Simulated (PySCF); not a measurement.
AlH2O2, charge +1.

```xyz
5

Al     0.0000     0.0000     0.0095
O     -0.0611     1.6011    -0.0159
H      0.3157     2.4785     0.0655
O      0.0611    -1.6011    -0.0159
H     -0.3157    -2.4785     0.0655
```
Charge +1, spin multiplicity 1.

Geometry: B3LYP-D3(BJ)/def2-TZVP. The spin state was assumed, not searched. The isomer is the one that the SMILES or the coordinates give; other isomers of the formula were not compared. One conformer was computed; it need not be the lowest.

Calculation: PBE/pcSseg-2 run with PySCF. Non-relativistic, no solvent.

Give the absolute GIAO shielding of each atom: isotropic value and principal components (ppm). (The exact figures need the calculation; the answer reports its results.)


```
atom  σ(iso)    σ11    σ22    σ33   span
----  ------  -----  -----  -----  -----
Al1    507.9  364.0  368.3  791.4  427.4
O2     349.7  321.5  323.5  404.1   82.6
H3      27.2   18.6   19.0   44.1   25.4
O4     349.7  321.5  323.5  404.1   82.6
H5      27.2   18.6   19.0   44.1   25.4
```
